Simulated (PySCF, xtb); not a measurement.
B(CCH)2(OMe) (C5H5BO), SMILES C#CB(C#C)OC.

GFN2-xTB run with xtb 6.7.1 at its own geometry gives an orbital gap of 4.36 eV and a dipole moment of 1.55 D.

Geometry: B3LYP-D3(BJ)/def2-SVP. One conformer was computed; it need not be the lowest.

Task: What does PBE0/def2-TZVP in PySCF give? (An estimate is asked for; the answer gives what the named calculation found.)

Result: gap 6.28 eV (levels -7.96 and -1.67 eV), dipole 1.44 D.
